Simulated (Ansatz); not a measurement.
Reaction (atomization): `CCO[C](C)(C)[GaH2]` → 5 C• + Ga• + 13 H• + O•

Program: Ansatz. Geometries: PBE0-D4/def2-TZVP. ΔE: electronic, gas phase. CCSD(T)/CBS is the MP2 limit (def2-TZVPP, def2-QZVPP) plus CCSD(T) − MP2 in def2-TZVPP, frozen cores. This one scheme is used for every species, atoms too. DFT in def2-TZVPP. B3LYP here is the variant with VWN-RPA as its local correlation; programs differ in this. HSE06 is defined as in plane-wave codes. Open shells (•) are unrestricted, without spin–orbit coupling. Spin–orbit coupling would lower the free atoms: a little for C, O; clearly for Ga. For Ga outer-core shells are correlated without core-valence functions, so the limit isn't a true one: a few kJ/mol of doubt a bond, and 10 to 20 or more in all where bonds break to atoms. Scalar relativity is left out up to krypton. Each species was taken in one conformer, which may not be the lowest.

`CCO[C](C)(C)[GaH2]`:

Z-matrix (Å, degrees):
```
C
C 1 1.507
H 1 1.091 2 110.6
H 1 1.092 2 110.3 3 119.8
H 1 1.092 2 110.5 3 -120.4
O 2 1.400 1 108.9 3 -60.4
H 2 1.099 1 110.4 3 177.3
H 2 1.108 1 109.9 3 60.0
C 6 1.423 2 115.3 1 167.6
C 9 1.520 6 111.7 2 65.0
C 9 1.521 6 105.1 2 -175.8
Ga 9 2.019 6 110.8 2 -62.3
H 10 1.097 9 110.0 6 55.6
H 10 1.092 9 110.3 6 175.0
H 10 1.092 9 112.9 6 -65.1
H 11 1.094 9 111.3 6 178.5
H 11 1.097 9 109.9 6 -62.3
H 11 1.093 9 111.5 6 56.7
H 12 1.578 9 120.3 6 162.2
H 12 1.575 9 120.0 6 -24.2
```

Problem. What is ΔE at CCSD(T)/CBS? (Best estimate.)

Solution. Ansatz gave: +7399.9 kJ/mol.

Problem. What do these levels give: LDA (SPW92), PBE-D4, B3LYP-D4, B2PLYP, r2SCAN, PBE0, HSE06, BHLYP, HF/def2-SVP, HF/def2-QZVPP, HF/CBS(def2), CCSD/CBS(def2)? (Estimate.)

Solution. Ansatz gave: LDA (SPW92) 8434.6, PBE-D4 7513.9, B3LYP-D4 7382.0, B2PLYP 7305.3, r2SCAN 7400.2, PBE0 7379.3, HSE06 7386.0, BHLYP 7152.8, HF/def2-SVP 5561.0, HF/def2-QZVPP 5472.2, HF/CBS(def2) 5473.1, CCSD/CBS(def2) 7304.5 kJ/mol.

Largest T1 diagnostic among the species: 0.013.

From r2SCAN to r2SCAN0 (25 % exact exchange), in def2-TZVPP and without D4, ΔE moves by −82.5 kJ/mol: exact exchange takes away binding that semilocal exchange gives to molecules. The D4 term adds +74.8 kJ/mol with B3LYP and +40.2 kJ/mol with PBE0; it sums over pairs of atoms, weighted by their polarisabilities, and B3LYP, whose exchange is more repulsive, gets the larger term. In def2-TZVPP, CCSD(T) changes the Hartree–Fock value by +1779.2 kJ/mol (the triples alone add +95.4 kJ/mol) and MP2 by +1851.3 kJ/mol; breaking electron pairs costs correlation energy, which Hartree–Fock lacks.

For atomizations the MP2-based limit and the directly extrapolated one differ by several kJ/mol either way, and by 10 to 25 for some Ge, Se and Sn compounds, so smaller differences from it don't rank the levels.
